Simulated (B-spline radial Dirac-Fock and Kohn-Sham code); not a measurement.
## Mo⁵⁺ 2s: cross section and angular parameters

System: Mo⁵⁺, [Kr] 4d1; threshold 2918.8 eV (orbital energy of the model). Method: Dirac-Hartree-Slater photoionisation with a Latter tail; cross sections with all multipoles, angular parameters from the dipole term and its interference with E2. Computed with a radial atomic solver.

Input of the calculation (task.json; shells as n, l, electrons):

```json
{"items": [{
  "Z": 42,
  "q": 5,
  "cfg": [[1, 0, 2], [2, 0, 2], [2, 1, 6], [3, 0, 2], [3, 1, 6], [3, 2, 10], [4, 0, 2], [4, 1, 6], [4, 2, 1]],
  "A": 98,
  "rrms": 4.4091,
  "do": "xps",
  "hv": [70.6, 75.2, 81.5, 83.9, 92.0, 92.8, 150.0, 159.0, 200, 246.0, 273.0, 400, 455.0, 540.0, 661.0, 800, 814.0, 943.0, 1000, 1240.0, 1770.0, 2000, 2280.0, 2340.0, 3220.0, 4040.0, 5100.0, 9251.7, 12000, 15000]
}]}
```

Command: `python xray2_run.py task.json out`

```
hν (eV)  σ (kb)      β       γ
   3220    38.1  1.995   0.509
   4040    25.8  1.996   0.001
   5100    16.9  1.996  -0.079
 9251.7    5.10  1.996   0.448
  12000       ?      ?       ?
  15000    1.72  1.996   1.248
```

**Question.** Give the values at 12000 eV.

**Answer.** σ = 2.88 kb, β = 1.996, γ = 0.851. For an s subshell δ is negligible.
